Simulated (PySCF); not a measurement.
# Core-level binding energies of `C[C](C)(C)[GeH2][F]`

Species: C₄H₁₁FGe.
Atom-mapped SMILES: `[CH3:1][C:2]([CH3:3])([CH3:4])[GeH2:5][F:6]`

Cartesian coordinates in Å at the PBE0-D3(BJ)/def2-SVP level; atoms count from 1:
```
atom  x, y, z in Å
C1    -1.1436    1.0656    0.1421
C2    -0.1294   -0.0739    0.0405
C3     0.1955   -0.6239    1.4293
C4    -0.6524   -1.1826   -0.8717
Ge5    1.5242    0.6461   -0.7405
F6     2.0299    1.9568    0.3087
H7    -2.0781    0.7040    0.6061
H8    -1.4015    1.4744   -0.8481
H9    -0.7592    1.8925    0.7591
H10    0.9156   -1.4566    1.3827
H11   -0.7212   -1.0041    1.9138
H12    0.6207    0.1543    2.0821
H13   -1.5833   -1.6085   -0.4571
H14    0.0669   -2.0125   -0.9711
H15   -0.8860   -0.8115   -1.8829
H16    1.3065    1.2764   -2.1304
H17    2.6842   -0.3690   -0.7352
```

Method used: delta-SCF UKS SCAN, pcX-2 on the ionised atom, pcseg-1 elsewhere, spin-free X2C in PySCF. Each binding energy is the total energy of the core-ionised species, with the hole localised on one atom, minus that of the ground state; both are solved self-consistently, so orbital relaxation is included.

Problem. List the computed XPS lines with their assignment.

Solution. 
| atom(s) | environment | level | binding energy (eV) | above the level's lowest (eV) | count |
| --- | --- | --- | --- | --- | --- |
| F6 | fluorine bonded to Ge | F 1s | 690.84 | 0.00 | 1 |
| C1/C3/C4 | methyl carbon | C 1s | 290.61 | +0.05 | 3 |
| C2 | sp3 carbon bound to germanium | C 1s | 290.56 | 0.00 | 1 |

The 2 C 1s values lie within 0.05 eV of each other; Gaussian lines of 0.5 eV full width would blend them into one maximum.

Problem. What is the longest wavelength that can ionise F 1s of F6 vertically?

Solution. λ = hc/E = 12398.42 eV Å / 690.84 eV = 17.947 Å.

One atom of each set of topologically equivalent atoms was ionised and stands for the set; in this conformer not all members are related by symmetry, and their own values weren't computed. No level of germanium is listed. Isolated species at its PBE0-D3(BJ)/def2-SVP geometry, gas phase.

Time: 2.0 min; peak memory 0.72 GiB. Hardware: an Intel Xeon at 2.50 GHz with one thread, shared host with 64 logical CPUs at a one-minute load of 63.
